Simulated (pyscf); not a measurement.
# Routes from `[CH3][CH][SiH3]` [doublet]

Candidate steps break at most two bonds and form at most two. Each was searched with GFN2-xTB (tblite) first. PySCF, gas phase, ωB97X-D3(BJ)/def2-SVP geometries. Energies: ωB97M-D3(BJ)/def2-TZVP, kcal/mol, from the reactant's lowest minimum found, doublet surface; ΔG‡ with ideal gas, 1 atm, RRHO with modes under 100 cm⁻¹ raised to 100, one conformer, R ln 2 for chiral ones without a mode under 150 cm⁻¹.

```json
[
 {"products": "•H₂C–CH₂–SiH₃", "type": "hydrogen shift", "ΔE‡": "40.5", "ΔE": "+2.4", "ΔG‡ 298 K": "38.4", "ΔG‡ 900 K": "40.5", "ν‡ (cm⁻¹)": "1869i"},
 {"products": "H₃C–CH₂–SiH₂•", "type": "hydrogen shift", "ΔE‡": "40.9", "ΔE": "-6.0", "ΔG‡ 298 K": "40.0", "ΔG‡ 900 K": "41.7", "ν‡ (cm⁻¹)": "1843i"}
]
```

Plain bond fissions and candidates not yet searched are not listed, and one of them may be faster. Each barrier is that of the saddle found; lower ones may exist.
